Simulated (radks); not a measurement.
Values are calculated unless marked as measured or tabulated.
Os VI, 71 electrons, occupied as [Xe] 4f14 5d3. Level of theory: non-relativistic Kohn-Sham, PBE, spin-polarised, spherical densities, point nucleus; open shells are filled with parallel spins first (spin-orbit coupling, left out, can overturn this in heavy ions); relativity is left out, which matters for an element this heavy (a radial shooting solver on a logarithmic mesh with Libxc functionals).

Normalised radial functions P(r) = r R(r), r in bohr:

r	5s up	4f up	4f down
0.0006627	0.0276	0.0000	0.0000
0.0008769	0.0360	0.0000	0.0000
0.00116	0.0466	0.0000	0.0000
0.001547	0.0602	0.0000	0.0000
0.002048	0.0766	0.0000	0.0000
0.002709	0.0961	0.0000	0.0000
0.003585	0.1184	0.0000	0.0000
0.004781	0.1428	0.0000	0.0000
0.006326	0.1650	0.0000	0.0000
0.00837	0.1806	0.0000	0.0000
0.01107	0.1816	0.0001	0.0001
0.01477	0.1562	0.0004	0.0004
0.01954	0.0946	0.0011	0.0011
0.02586	-0.0084	0.0030	0.0030
0.03421	-0.1407	0.0080	0.0080
0.04563	-0.2631	0.0209	0.0209
0.06038	-0.2938	0.0502	0.0503
0.07989	-0.1646	0.1129	0.1132
0.1057	0.1167	0.2341	0.2346
0.141	0.3907	0.4470	0.4480
0.1865	0.3661	0.7432	0.7449
0.2468	-0.0512	1.0755	1.0779
0.3266	-0.5390	1.3298	1.3326
0.4321	-0.5491	1.3831	1.3858
0.5763	0.0955	1.1919	1.1937
0.7625	0.8565	0.8549	0.8542
1.009	1.1513	0.5036	0.4992
1.335	0.8810	0.2350	0.2294
1.78	0.4080	0.0786	0.0753
2.356	0.1145	0.0182	0.0172
3.117	0.0173	0.0025	0.0023
4.124	0.0012	0.0002	0.0002

5s up: eigenvalue -135.53 eV, 4 radial nodes at r = 0.0254, 0.0952, 0.240, 0.557 bohr, <r> = 1.09 bohr, 90 % of the charge inside 1.55 bohr. 4f up: eigenvalue -124.94 eV, 0 radial nodes, <r> = 0.540 bohr, 90 % of the charge inside 0.876 bohr. 4f down: eigenvalue -124.54 eV, 0 radial nodes, <r> = 0.538 bohr, 90 % of the charge inside 0.871 bohr.
